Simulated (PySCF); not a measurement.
Radial density of Cr³⁺ (chromium, charge +3)

PBE0, [Ar] 3d3, high-spin 4F determinant. All numbers are calculated (PySCF 2.14, the non-relativistic Hamiltonian (point nucleus), in 6-31G* (5s4p2d1f, 34 functions)).

| r (bohr) | 4πr²ρ (e/bohr) | 4πr²(ρα − ρβ) |
| --- | --- | --- |
| 0.00118 | 0.1520 | 0.0000 |
| 0.00199 | 0.4198 | 0.0000 |
| 0.00335 | 1.120 | 0.0000 |
| 0.00563 | 2.826 | 0.0000 |
| 0.00947 | 6.671 | 0.0000 |
| 0.0159 | 13.84 | 0.0001 |
| 0.0268 | 23.47 | 0.0001 |
| 0.0451 | 28.58 | 0.0003 |
| 0.0758 | 23.73 | 0.0018 |
| 0.128 | 23.93 | 0.0193 |
| 0.214 | 31.24 | 0.1956 |
| 0.361 | 16.05 | 0.9540 |
| 0.607 | 11.27 | 2.4219 |
| 1.02 | 10.38 | 2.3789 |
| 1.72 | 1.797 | 0.7050 |
| 2.89 | 0.08198 | 0.0722 |
| 4.86 | 0.0001367 | 0.0000 |
| 8.17 | 0.0001057 | 0.0000 |
